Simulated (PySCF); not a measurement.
Geometry (Å), atoms numbered from 1 in this order:
```xyz
29

Si    0.203    0.356    0.165
C     0.302    0.257    2.037
C    -0.029    1.267    2.851
H     0.658   -0.674    2.498
H    -0.385    2.226    2.457
H     0.041    1.187    3.942
C     1.941    0.447   -0.539
C     3.030    0.684    0.201
H     2.079    0.307   -1.620
H     2.963    0.840    1.284
H     4.035    0.736   -0.235
C    -0.742    1.903   -0.318
C    -0.174    2.978   -0.879
H    -1.824    1.939   -0.130
H     0.902    3.013   -1.087
H    -0.749    3.870   -1.151
C    -0.690   -1.190   -0.524
C    -0.797   -1.072   -2.046
C    -2.090   -1.279    0.088
C     0.115   -2.440   -0.157
H    -1.327   -1.947   -2.465
H    -1.353   -0.170   -2.349
H     0.193   -1.030   -2.528
H    -2.711   -0.408   -0.176
H    -2.056   -1.343    1.187
H    -2.616   -2.178   -0.283
H     0.195   -2.573    0.934
H     1.138   -2.404   -0.563
H    -0.373   -3.345   -0.562
```

Geometry: PBE0-D3(BJ)/def2-SVP; GIAO shifts from PySCF, gas phase, non-relativistic, averaged over equivalent atoms.

At PBE0/pcSseg-1 (284 basis functions):
```tsv
atoms	δ (ppm)
Si1	-5.6
C3/C8/C13	148.3
C2/C7/C12	141.9
C18/C19/C20	27.8
C17	17.9
H4/H9/H14	6.47
H5/H6/H10/H11/H15/H16	6.36
H21/H22/H23/H24/H25/H26/H27/H28/H29	0.98
```

Chemical shifts δ = σref − σ; ²⁹Si (σ = 351.99 ppm) and ¹³C (σ = 184.41 ppm) and ¹H (σ = 31.27 ppm) against TMS, all at this level.

Question: Estimate the result of repeating the calculation with B3LYP/pcSseg-1.

Answer: 
```json
{"atoms": "Si1", "δ at B3LYP/pcSseg-1": "-5.5", "change": "+0.1"}
{"atoms": "C3/C8/C13", "δ at B3LYP/pcSseg-1": "146.8", "change": "-1.5"}
{"atoms": "C2/C7/C12", "δ at B3LYP/pcSseg-1": "142.9", "change": "+1.0"}
{"atoms": "C18/C19/C20", "δ at B3LYP/pcSseg-1": "28.5", "change": "+0.7"}
{"atoms": "C17", "δ at B3LYP/pcSseg-1": "19.6", "change": "+1.7"}
{"atoms": "H4/H9/H14", "δ at B3LYP/pcSseg-1": "6.36", "change": "-0.11"}
{"atoms": "H5/H6/H10/H11/H15/H16", "δ at B3LYP/pcSseg-1": "6.21", "change": "-0.15"}
{"atoms": "H21/H22/H23/H24/H25/H26/H27/H28/H29", "δ at B3LYP/pcSseg-1": "0.99", "change": "+0.01"}
```

Shifts are taken against calculated references (same method and geometry level): ²⁹Si (σ = 337.86 ppm) and ¹³C (σ = 179.24 ppm) and ¹H (σ = 31.38 ppm) against TMS.

The largest change is at C17 (carbon bonded to 3 C, Si). Cost: 284 basis functions. The order of the carbon signals is the same at both levels.
